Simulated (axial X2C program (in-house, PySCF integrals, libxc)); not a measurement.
Levels of AuH⁻ by electron attachment to AuH (EOM-EA-CCSD)

Computed with an axial X2C code built on PySCF integrals: two-component X2C with atomic mean-field Coulomb and Gaunt terms, Gaussian nuclei, basis Au dyall-acv3z, H dyall-av3z with contracted cores.

R = 1.471 Å (0.960 times 1.532 Å, the PBE0 minimum at charge 0 for the lowest determinant).

Levels of AuH⁻ obtained by attaching an electron to AuH:

```tsv
Ω	binding energy (eV)	above lowest (cm⁻¹)	attached spinor	one-particle weight
1/2	0.407	0	61% Au pσ, 22% Au sσ	0.97
1/2	-0.332	5965	97% Au pπ	1.00
3/2	-0.343	6051	99% Au pπ	1.00
1/2	-0.442	6850	87% Au pσ, 10% Au sσ	1.00
1/2	-0.680	8766	82% Au sσ, 10% Au pσ	0.99
1/2	-1.215	13086	88% Au pπ, 9% H pπ	0.98
```

Q: Take the first Ω = 1/2 and Ω = 3/2 rows of π character: how far apart are they, and which lies lower?

A: E(3/2) − E(1/2) = 6051 − 5965 = 86 cm⁻¹ at EOM-EA-CCSD: regular, Ω = 1/2 lower. Splittings at this level can be off by ten to twenty per cent.

Negative binding energies belong to unbound states, resonances or levels that the basis set holds; within some tenths of an eV of zero the sign is not settled.

This point took 6.8 s on 1 thread of AMD EPYC 9R45 96-Core Processor (Zen 5) (shared host).

Reference electrons by ω block (each with its −ω partner): 1/2: 22, 3/2: 12, 5/2: 5, 7/2: 1. 12 electrons of AuH correlated (inner shells frozen), 92 natural virtual spinors (a truncated set); levels can be off by some tenths of an eV. Roots sought by Ω: (1/2: 5, 3/2: 4, 5/2: 2, 7/2: 1); rows need 60 % one-particle weight and stop where some Ω has no more roots. Missing are any skipped roots, higher Ω and states of a further excitation; these come out far too high here and may in truth be low or lowest. T1 of the reference 0.032 (Lee–Taylor). Number of frozen shells: Au 5 s, 4 p, 2 d, 1 f; H none. Large amplitudes in the reference (orbital relaxation or multireference character) lower the reliability.
